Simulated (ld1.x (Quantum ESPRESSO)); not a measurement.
# iodine (I): excitation energies, all-electron against TM

- Element: I
- Generator: ld1.x (Quantum ESPRESSO) 7.5
- Type: norm-conserving Troullier–Martins (Kleinman–Bylander form)
- Functional: LDA (PZ)
- Relativity: scalar-relativistic
- Frozen core: [Ar] 3d10
- Valence charge: 25
- Reference configuration: 4s2 4p6 4d10 5s2 5p4 (charge +1)
- Partial waves: 4s (bound): rc 1.00 bohr; 4p (bound): rc 1.30 bohr; 4d (bound): rc 1.35 bohr
- Local potential: the d channel
- Core correction: none

Occupied shells without a wave of their own: 5p, 5s. They enter only through the test configuration that unscreens the potential.

Energies are relative to the spin-unpolarised reference configuration 4s2 4p6 4d10 5s2 5p4; without spin polarisation the order of configurations can differ from experiment. Spin-polarised rows fill each open shell by Hund’s rule, majority spin first.

```csv
valence configuration,charge,ΔE all-electron (eV),error AE − PS (meV)
4s2 4p6 4d10 5s2 5p5,0,-11.305,+264
4s2 4p6 4d10 5s2 5p3,+2,20.064,-397
4s2 4p6 4d10 5s2 5p2,+3,49.678,-940
4s2 4p6 4d9 5s2 5p6,0,34.470,+804
4s2 4p6 4d10 5s1 5p5,+1,11.069,-956
4s2 4p6 4d9 5s2 5p5,+1,47.009,+531
4s2 4p6 4d10 5s2 5p4 (spin-polarised),+1,-0.561,+8.0
4s2 4p6 4d10 5s2 5p5 (spin-polarised),0,-11.425,+266
```

(1) What are ΔE and the potential's error for 4s2 4p5 4d10 5s2 5p5?

Levels in the configuration 4s2 4p5 4d10 5s2 5p5:

```
level  all-electron (eV)  pseudo (eV)
   4s           -198.796     -198.277
   4p           -145.530     -145.057
   4d            -67.493      -66.989
   5s            -28.748      -30.219
   5p            -16.994      -17.329
```

The potential misses its own reference levels by up to 1.3 eV, so it is not fit for use.

Answers

(1) ΔE = 124.873 eV all-electron; the error (AE − PS) is +468 meV.

The 5p, 5s levels have no wave, so the channel is fitted at the deeper level alone: the likely source of the large errors.
